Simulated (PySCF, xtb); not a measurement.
Sn(Cl)3(OSiH3) (Cl3H3OSiSn), SMILES [SiH3][O][Sn]([Cl])([Cl])[Cl]. Other conformers were not sampled.

Harmonic wavenumbers (cm⁻¹) from GFN2-xTB in xtb at its own minimum, in rising order: 20, 56, 67, 87, 88, 90, 137, 148, 242, 329, 335, 338, 597, 604, 738, 786, 814, 864, 2248, 2264, 2288.

Task: What does PBE-D3(BJ)/def2-SVP in PySCF give at its own minimum? (An estimate is asked for; the answer gives what the named calculation found.)

Result: 19, 64, 77, 94, 100, 115, 149, 175, 343, 385, 388, 481, 688, 694, 886, 906, 914, 953, 2163, 2169, 2193. Paired by order, the mean absolute difference is 65 cm⁻¹ and the zero-point energies are 18.8 and 20.0 kcal/mol.
